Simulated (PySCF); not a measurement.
Mayer bond orders and bond lengths

Compound: C₃H₂NO₃ (charge -1).
Numbering: `[N:1]#[C:2][CH2:3][O:4][C:5](=[O:6])[O-:7]` (hydrogens: H8, H9 on C3)

Cartesian coordinates in Å at the GFN2-xTB level; atoms count from 1:
```
atom  x, y, z in Å
N1    -2.126    1.961    0.528
C2    -1.509    1.033    0.256
C3    -0.747   -0.138   -0.102
O4     0.436    0.176   -0.759
C5     1.680   -0.397   -0.136
O6     1.487   -1.037    0.884
O7     2.659   -0.114   -0.786
H8    -1.387   -0.785   -0.732
H9    -0.480   -0.693    0.823
```

Bond orders from the PBE0/pcSseg-1 density (PySCF). Geometry: GFN2-xTB, one conformer, isolated ion. The pcSseg-1 basis has no diffuse functions, a weakness for an anion.

(1) How far do the computed orders between heavy atoms stray from the drawn ones?

(2) Set the Mayer orders of the bonds beside their lengths.

Answers

(1) The largest departure is 0.875, at C5–O7 (drawn single, 1.875). Drawn single, order above 1.12: C5–O7 (1.875). Drawn single, order below 0.88: O4–C5 (0.770). The SMILES, with its formal charges, is one Lewis structure only.

(2) 
```tsv
bond	drawn as	length (Å)	Mayer order
N1–C2	triple	1.147	3.065
C2–C3	single	1.442	0.981
C3–O4	single	1.390	0.999
O4–C5	single	1.505	0.770
C5–O6	double	1.219	1.722
C5–O7	single	1.209	1.875
C3–H8	single	1.106	0.931
C3–H9	single	1.112	0.880
```

Bonds between the same two heavy elements. C–O: lowest O4–C5 (0.770, 1.505 Å), highest C5–O7 (1.875, 1.209 Å).

**Question.** Sum the orders of all bonds at each heavy atom with more than one neighbour and set the sums beside the valence in the SMILES.

**Answer.** C2 4.046 (drawn 4), C3 3.791 (drawn 4), O4 1.769 (drawn 2), C5 4.367 (drawn 4). Orders between atoms that aren't bonded are not in these sums.

For a closed shell the Mayer order of atoms A and B is Σ (PS)μν (PS)νμ over the basis functions μ on A and ν on B, with P the density and S the overlap matrix.

These values come from a run that also computed NMR shieldings. The run took 13 s wall (with the writing of density and orbital grids) on one thread of an Arm Neoverse V1, no GPU (shared host), and the process peaked at 0.58 GiB of memory.
